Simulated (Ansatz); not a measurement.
Ansatz (a first-principles code) input (HF/aug-cc-pVTZ):

Ansatz 0.2 input:
```yaml
crystal:
  periodic: [false, false, false]
  atoms:
    - {symbol: C, position_ang: [-2.34373969, 1.27802714, -0.22480489]}
    - {symbol: C, position_ang: [-1.69128247, -0.05558372, -0.59912531]}
    - {symbol: Ge, position_ang: [0.06160087, -0.29455830, 0.21879822]}
    - {symbol: F, position_ang: [0.65769326, -1.87594510, -0.24236367]}
    - {symbol: F, position_ang: [-0.17704947, -0.42236050, 1.94954756]}
    - {symbol: C, position_ang: [1.49646626, 0.98714093, -0.09283640]}
    - {symbol: C, position_ang: [1.83643576, 1.14775991, -1.57707236]}
    - {symbol: H, position_ang: [-3.32794345, 1.37281622, -0.68706613]}
    - {symbol: H, position_ang: [-1.74441683, 2.12841997, -0.55728587]}
    - {symbol: H, position_ang: [-2.47499009, 1.36698016, 0.85456931]}
    - {symbol: H, position_ang: [-2.30159942, -0.90096040, -0.27733152]}
    - {symbol: H, position_ang: [-1.56413512, -0.14665458, -1.67987134]}
    - {symbol: H, position_ang: [1.18971437, 1.93703105, 0.34997777]}
    - {symbol: H, position_ang: [2.35760163, 0.63317332, 0.47624406]}
    - {symbol: H, position_ang: [0.98229567, 1.51583253, -2.14966884]}
    - {symbol: H, position_ang: [2.14735383, 0.19968582, -2.01829050]}
    - {symbol: H, position_ang: [2.65181851, 1.86022620, -1.71444129]}
basis:
  gaussian:
    orbitals: aug-cc-pVTZ
hamiltonian:
  xc: hf
magnetization: {spin_polarized: true, initial_magnetization: 2}
```

End of the output:

```
integrals: 1.37 GiB planned
2639 factors; their error is unknown
7.37 GiB of device memory are held for the factors and their scratch space
mean field: 7.91 GiB planned
mean field evaluation 1: about -66157.6582 eV, gradient 3.8e1 eV
mean field evaluation 2: about -66162.7583 eV, gradient 2.3e1 eV
mean field evaluation 4: about -66164.6047 eV, gradient 2.0e0 eV
mean field evaluation 8: about -66164.8210 eV, gradient 2.9e-1 eV
mean field evaluation 16: about -66165.8575 eV, gradient 2.3e-1 eV
mean field evaluation 32: about -66165.8621 eV, gradient 1.7e-3 eV
mean field evaluation 64: about -66165.8553 eV, gradient 1.4e-1 eV
mean field evaluation 96: about -66165.8535 eV, gradient 2.1e-1 eV
mean field evaluation 128: about -66165.2654 eV, gradient 1.3e0 eV
mean field evaluation 160: about -66165.8585 eV, gradient 1.2e-1 eV
mean field evaluation 192: about -66165.5283 eV, gradient 8.8e-1 eV
mean field evaluation 224: about -66165.1866 eV, gradient 7.1e-1 eV
mean field evaluation 256: about -66165.5205 eV, gradient 9.5e-1 eV
mean field evaluation 288: about -66165.8581 eV, gradient 3.4e-5 eV
mean field -66165.86206849 eV, -2431.5505821849 hartree, gradient 8.8e-6 eV, S^2 2.043096; 5 other end points of the search recorded, 0 dependent functions left out
reference -66165.86206849 eV, -2431.5505821849 hartree; 43, 41 occupied and 522, 524 virtual orbitals, 2639 factors
Total energy: -66165.86206849 eV, -2431.5505821849 hartree
```

This state (charge 0, triplet) is run at the relaxed geometry of the species with charge 0 and multiplicity 1, and is a spin state other than that species' own.
